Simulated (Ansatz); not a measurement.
Coupled-cluster diagnostics for Ge(eta1-allyl)H3 (C₃H₈Ge), Ansatz.

Geometry of the singlet (r2SCAN-D4/def2-SVP):

```tsv
atom	x (Å)	y (Å)	z (Å)
C1	-0.836	-0.076	-0.023
C2	0.120	-0.018	1.121
C3	0.631	1.100	1.655
Ge4	0.046	-0.702	-1.675
H5	-1.664	-0.777	0.180
H6	-1.276	0.913	-0.231
H7	0.445	-0.987	1.527
H8	0.344	2.092	1.287
H9	1.349	1.060	2.479
H10	0.717	-2.061	-1.417
H11	1.116	0.315	-2.100
H12	-0.991	-0.859	-2.802
```

Correlated methods freeze 12 core orbitals; core or outer-core shells of Ge are correlated, in sets that lack core-valence functions. Another isomer (singlet) lies 0.17 eV lower at PBE0-D4/def2-TZVP; other spin states weren't run for this one.

(1) Estimate the CCSD(T) correlation energy, the shares of MP2 and (T), T1 and the reference's ⟨S²⟩ for: charge 0, singlet, own geometry in def2-SVP; and the rough time on 2 threads of Arm Neoverse V1 on a shared host.

Results:

(1) 
| state | basis | correlation (eV) | MP2 share (%) | (T) share (%) | T1 | ⟨S²⟩ (pure) | wall time |
| --- | --- | --- | --- | --- | --- | --- | --- |
| charge 0, singlet, own geometry | def2-SVP | -19.617 | 90.4 | 3.2 | 0.010 | 0.00 (0.00) | 14 s |
Customary marks for T1 are 0.02 (closed shells), 0.045 (open shells) and about 0.05 (3d metals). T1 stays under 0.02 throughout.
